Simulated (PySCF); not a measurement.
Compound: C₄H₉ClGe.
SMILES with atom numbers: `[CH2:1]=[CH:2][Ge@H:3]([CH3:4])[CH2:5][Cl:6]` (hydrogens: H7, H8 on C1; H9 on C2; H10 on Ge3; H11, H12, H13 on C4; H14, H15 on C5)

The calculation used core-valence-separated Tamm–Dancoff BHandHLYP/aug-pcX-1 (pcseg-1 on H, def2-SVPD on Cl, def2-SVPD on Ge) in PySCF, non-relativistic, gas phase, PBE0-D3(BJ)/def2-SVP geometry.

Computed carbon K-edge spectrum, Gaussian lines of 0.5 eV full width, highest printed point 100; it ends one width below the last computed root. The energies are unshifted.

```
photon energy (eV)  absorption
             281.6           0
             281.7           1
             281.8           4
             281.9          11
             282.0          25
             282.1          47
             282.2          71
             282.3          86
             282.4          85
             282.5          67
             282.6          43
             282.7          22
             282.8           9
             282.9           3
             283.0           1
             283.1           0
             283.2           0
             283.3           0
             283.4           0
             283.5           0
             283.6           0
             283.7           0
             283.8           0
             283.9           0
             284.0           1
             284.1           3
             284.2           9
             284.3          18
             284.4          31
             284.5          43
             284.6          47
             284.7          41
             284.8          29
             284.9          16
             285.0           7
             285.1           3
             285.2           1
             285.3           1
             285.4           1
             285.5           3
             285.6           8
             285.7          18
             285.8          32
             285.9          50
             286.0          67
             286.1          83
             286.2          94
             286.3         100
             286.4          97
             286.5          84
             286.6          64
             286.7          45
```

Task: Where are the maxima, and which lines make them up?

Result: 3 maxima:
- 282.3 eV: C1 (terminal =CH2 carbon), 282.38 eV, f = 0.066, 1s→π*, 55 % of the height at the exact maximum; C2 (alkene CH carbon), 282.30 eV, f = 0.054, 1s→π*, 45 % of the height at the exact maximum
- 284.6 eV: C5 (sp3 C–Cl carbon), 284.59 eV, f = 0.063, 100 % of the height at the exact maximum
- 286.3 eV: C2 (alkene CH carbon), 286.47 eV, f = 0.055, sum of 2, 32 % of the height at the exact maximum; C4 (sp3 carbon bound to germanium), 286.28 eV, f = 0.033, 24 % of the height at the exact maximum; C4 (sp3 carbon bound to germanium), 286.37 eV, f = 0.024, 17 % of the height at the exact maximum; C4 (sp3 carbon bound to germanium), 286.10 eV, f = 0.030, 13 % of the height at the exact maximum

Further lines of some strength in the range: C1, 285.89 eV, f = 0.010; C2, 285.96 eV, f = 0.009; C4, 286.01 eV, f = 0.021; C1, 286.42 eV, f = 0.008.

Roots within 0.03 eV on the same or equivalent atoms count as one line; shares under 12 % aren't listed.

Vibrational structure and lifetime widths aren't in the curve. The ionisation threshold wasn't computed; near and above it a finite basis only mimics Rydberg series and continuum. Relativistic effects, spin–orbit coupling among them, are left out although an element past zinc is present.

Shape of the structure used: `[CH2:1]=[CH:2][Ge@H:3]([CH3:4])[CH2:5][Cl:6]`: C1–C2–Ge3–C4 -1°, C2–Ge3–C5–Cl6 -60°.

One conformer stands for the species.
